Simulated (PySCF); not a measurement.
## Correlation energy of Ca²⁺ (calcium, charge +2)

[Ar], closed-shell 1S. Calculation: PySCF 2.14, in an even-tempered Gaussian basis (19 s from 0.054 bohr⁻², ratio 2.5; 13 p from 0.071 bohr⁻², ratio 2.5; 5 d from 1.5 bohr⁻², ratio 2.7; 5 f from 2.3 bohr⁻², ratio 2.7); the non-relativistic Hamiltonian (point nucleus). Frozen: 1s2; 16 electrons correlated; the 18 highest virtual orbitals of each spin left out.

MP2 pair energies summed by pair of shells (mhartree):

```json
{"pair": "2p-2p", "energy": "-187.17", "share (%)": "34.8"}
{"pair": "3p-3p", "energy": "-140.37", "share (%)": "26.1"}
{"pair": "2p-3p", "energy": "-61.89", "share (%)": "11.5"}
{"pair": "2s-2p", "energy": "-56.77", "share (%)": "10.6"}
{"pair": "3s-3p", "energy": "-42.45", "share (%)": "7.9"}
{"pair": "2p-3s", "energy": "-15.74", "share (%)": "2.9"}
{"pair": "2s-3p", "energy": "-11.10", "share (%)": "2.1"}
{"pair": "2s-2s", "energy": "-10.05", "share (%)": "1.9"}
{"pair": "3s-3s", "energy": "-9.01", "share (%)": "1.7"}
{"pair": "2s-3s", "energy": "-3.52", "share (%)": "0.7"}
```

Total MP2 correlation energy: -538.07 mhartree.

Same-spin part -145.52 and opposite-spin part -392.55 mhartree; SCS-MP2 scales them by 1/3 and 6/5 to -519.57 mhartree.
